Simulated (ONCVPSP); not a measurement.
Zr: excitation energies, all-electron against ONCV

```
Element                 : zirconium
Generator               : ONCVPSP 4.0.1
Type                    : optimised norm-conserving Vanderbilt (ONCV)
Functional              : PBEsol
Relativity              : fully relativistic
Frozen core             : [Ar] 3d10
Valence charge          : 12
Reference configuration : 4s2 4p6 4d2 5s1 5p1
Partial waves           : 4s+5s: rc 2.15 bohr, ncon 4, nbas 8, qcut 6.3 1/bohr, 2 projectors; 4p+5p: rc 1.80 bohr, ncon 5, nbas 8, qcut 11.3 1/bohr, 2 projectors; 4d: rc 2.30 bohr, ncon 4, nbas 9, qcut 8.5 1/bohr, 1 projector
Local potential         : polynomial inside 1.70 bohr (lpopt 5, dvloc0 4 Ha)
Core correction         : none
```

Open shells are filled in proportion to 2j + 1.

Energies are relative to the spin-unpolarised reference configuration 4s2 4p6 4d2 5s1 5p1; without spin polarisation the order of configurations can differ from experiment.

| valence configuration | charge | ΔE all-electron (eV) | error AE − PS (meV) |
| --- | --- | --- | --- |
| 4s2 4p6 4d2 5s2 5p0 | 0 | -3.071 | -0.2 |
| 4s2 4p6 4d2 5s0 5p0 | +2 | 17.009 | -1.2 |
| 4s2 4p6 4d2.5 5s1.5 5p0 | 0 | -2.550 | 0.0 |

(1) What are ΔE and the potential's error for 4s2 4p6 4d2 5s1 5p0?

## Answers

(1) ΔE = 4.100 eV all-electron; the error (AE − PS) is +0.1 meV.
